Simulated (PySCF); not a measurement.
HO (SMILES [OH-]), charge -1, singlet, at a GFN2-xTB geometry (in this run its highest filled SCF level lies above zero, so its values depend strongly on the basis, on diffuse functions most of all). Base run: PySCF with PBE0/def2-SV(P).

Here is a job for PySCF.
```python
from pyscf import gto, scf, dft

mol = gto.M(
    atom='''
O    -0.000000   -0.000000   -0.108754
H     0.000000    0.000000    0.870031
''',
    basis='def2-sv(p)',
    charge=-1,
    spin=0,
    verbose=4,
)

mf = dft.RKS(mol)
mf.xc = 'pbe0'
mf.kernel()
mo_i, mo_e, stable_i, stable_e = mf.stability(internal=True, external=True, return_status=True, nroots=6, tol=1e-6)
print('internally stable:', stable_i, ' externally stable:', stable_e)
if not stable_e:
    umf = mf.to_uhf() if not hasattr(mf, 'xc') else mf.to_uks()
    umf.scf_summary = {}
    umf.kernel(umf.make_rdm1(mo_e, umf.mo_occ))
```

The bond that is stretched is that between atoms 1 and 2. A test that says stable can miss a lower solution.

Each row names what was changed in the base input (with any setting that the change needs).

```csv
change,ΔE vs base (mEh),<S^2>,E after following the instability (Eh),<S^2> there,HOMO-LUMO gap (eV),stability test says
base,0.000,0.000,-,-,6.32,stable
bond × 1.25,23.849,0.000,-,-,5.78,stable
bond × 1.5,62.239,0.000,-,-,4.99,stable
bond × 1.8,102.2,0.000,-75.47327,0.46,4.11,external instability
bond × 2.2,139.9,0.000,-75.45345,0.90,3.35,external instability
bond × 3.0,178.2,0.000,-75.44431,1.01,2.28,external instability
```

Where a bond breaks into two radicals, a solution with restricted orbitals usually stops being the lowest and lies too high; an unrestricted one lies lower at the price of spin contamination, which <S^2> shows.
